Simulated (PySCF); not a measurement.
H₄P, SMILES [PH4+], charge +1. Coordinates come from a TPSSh-D3(BJ)/def2-TZVPD optimisation. The isomer is the one that the SMILES or the coordinates give; other isomers of the formula were not compared.

TDA-LC-ωPBE/def2-TZVPD run with PySCF puts the lowest singlet excitations at 11.29, 11.29, 11.29, 11.60, 11.60, 12.51 eV and the lowest triplet (TDA) at 9.99 eV.

Problem. What are the lowest singlet roots from EOM-CCSD/aug-cc-pVDZ in PySCF 2.14.0? (Estimate from the structure and the level; the computed values follow.)

Solution. 11.67, 11.67, 11.67, 12.00, 12.00, 12.54 eV; triplets 10.33, 10.39, 10.39 eV. S1 differs by 0.38 eV (second minus first; roots are paired by order, and the bases may differ).
